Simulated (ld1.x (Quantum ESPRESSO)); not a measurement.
# Building the TM semilocal potential for As (LDA (PZ), scalar-relativistic).

```
Element                 : arsenic
Generator               : ld1.x (Quantum ESPRESSO) 7.5
Type                    : norm-conserving Troullier–Martins (semilocal form)
Functional              : LDA (PZ)
Relativity              : scalar-relativistic
Frozen core             : [Ne]
Valence charge          : 23
Reference configuration : 3s2 3p6 3d10 4s2 4p2.5 (charge +0.5)
Partial waves           : 3s (bound): rc 0.55 bohr; 3p (bound): rc 0.80 bohr; 3d (bound): rc 1.25 bohr
Local potential         : the d channel
Core correction         : none
```

Occupied shells without a wave of their own: 4p, 4s. They enter only through the test configuration that unscreens the potential.

All-electron outer shells of the reference configuration (LDA (PZ), scalar-relativistic, ld1.x):

| shell | level (eV) | outermost node (bohr) | outermost maximum (bohr) |
| --- | --- | --- | --- |
| 2p | -1307.64 | – | 0.14 |
| 3s | -194.14 | 0.25 | 0.52 |
| 3p | -138.06 | 0.22 | 0.52 |
| 3d | -45.53 | – | 0.47 |
| 4s | -18.97 | 0.73 | 1.59 |
| 4p | -9.27 | 0.78 | 1.92 |

(1) Estimate the cutoffs (Ry, on a coarse ladder) from which the occupation-weighted sum of valence levels, in a spherical-Bessel basis at the reference potential, stays within 10 and 1 mRy of its value at 400 Ry.

(2) Tests: 3s2 3p6 3d10 4s2 4p3; 3s2 3p6 3d10 4s2 4p2; 3s2 3p6 3d10 4s2 4p1; 3s2 3p6 3d10 4s0 4p5; 3s2 3p6 3d10 4s1 4p3; 3s2 3p6 3d10 4s1 4p0; 3s2 3p6 3d10 4s2 4p3.3. Which has the largest error in its energy relative to the reference configuration, and how large is it?

Results:

(1) over 300 Ry and over 300 Ry.

(2) 3s2 3p6 3d10 4s1 4p0, with -667 meV (all-electron minus pseudo) on +103.00 eV.
